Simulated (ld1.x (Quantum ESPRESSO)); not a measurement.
## Reading a pseudo-wave (V (Z = 23))

Columns: radius, all-electron u(r) and pseudo u(r) of the 3d shell (level -6.02 eV) of vanadium in the configuration [Ar] 3d3 4s1.5 4p0.5; PBE, non-relativistic, ultrasoft scheme, ld1.x (Quantum ESPRESSO) 7.5.

```csv
r (bohr),all-electron,pseudo
0.190,0.1589,0.0065
0.380,0.4770,0.0480
0.570,0.7025,0.1419
0.760,0.8057,0.2793
0.950,0.8189,0.4288
1.140,0.7821,0.5514
1.330,0.7223,0.6184
1.520,0.6547,0.6237
1.710,0.5873,0.5833
1.900,0.5238,0.5239
2.090,0.4658,0.4658
2.280,0.4136,0.4136
2.470,0.3672,0.3672
2.660,0.3259,0.3259
2.850,0.2892,0.2892
3.040,0.2565,0.2565
3.230,0.2274,0.2274
3.420,0.2014,0.2014
3.610,0.1783,0.1783
3.800,0.1578,0.1578
3.990,0.1395,0.1395
4.180,0.1233,0.1233
4.370,0.1089,0.1089
4.560,0.0961,0.0961
4.750,0.0848,0.0848
4.940,0.0748,0.0748
```

Q: How many radial nodes do the two functions have?

A: The all-electron 3d function has n − l − 1 = 0; the pseudo-wave has 0.

Q: At about which radius was the pseudo-wave matched?

A: 2.05 bohr, where the columns begin to agree (steps of 0.19 bohr).

Q: Where does each function peak?

A: Outermost all-electron maximum near 0.95 bohr, pseudo maximum near 1.52 bohr (to the table’s step).

Q: Is the pseudo-wave norm-conserving?

A: No, it belongs to an ultrasoft set: the norm inside the radius is not constrained, and the difference is carried by the augmentation charge.
